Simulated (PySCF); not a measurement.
Si(H)3(NiPr2) (C6H17NSi), SMILES CC(C)N(C(C)C)[SiH3]. Atoms are numbered in the order given.

```xyz
25

Si    -0.0047     2.1764    -0.0766
N      0.0508     0.4474     0.0972
C     -1.2536    -0.2093     0.2963
C     -1.6311    -1.2365    -0.7745
C     -1.4480    -0.7724     1.7111
C      1.2960    -0.2799    -0.1927
C      1.4623    -0.6842    -1.6662
C      1.5614    -1.4646     0.7378
H      1.3937     2.6972    -0.0111
H     -0.8253     2.7814     1.0208
H     -0.6192     2.6556    -1.3635
H     -1.9986     0.6064     0.1989
H     -0.9981    -2.1359    -0.7221
H     -2.6736    -1.5621    -0.6292
H     -1.5421    -0.8096    -1.7849
H     -0.8556    -1.6829     1.8817
H     -2.5071    -1.0296     1.8767
H     -1.1531    -0.0255     2.4641
H      2.0998     0.4517     0.0124
H      0.7864    -1.5025    -1.9549
H      1.2607     0.1722    -2.3295
H      2.4944    -1.0230    -1.8555
H      1.4916    -1.1637     1.7938
H      2.5754    -1.8555     0.5572
H      0.8579    -2.2939     0.5652
```
Charge 0, spin multiplicity 1.

The structure is a stationary point at r2SCAN-D4/def2-SVP. The isomer is the one that the SMILES or the coordinates give; other isomers of the formula were not compared. Other conformers were not sampled.

The numbers are results of PySCF with SMD-B3LYP/6-31G*, not measurements.

Solvation free energies are E(SMD) − E(gas) at the gas-phase geometry, for 1 M in both phases. In vacuum the dipole moment is 1.07 D.

```
solvent          ΔG(solv) (kcal/mol)  its non-electrostatic (CDS) part  dipole (D)
---------------  -------------------  --------------------------------  ----------
water                            2.9                               4.9        1.50
dichloromethane                 -3.9                              -2.2        1.42
acetone                         -3.3                              -1.4        1.47
```
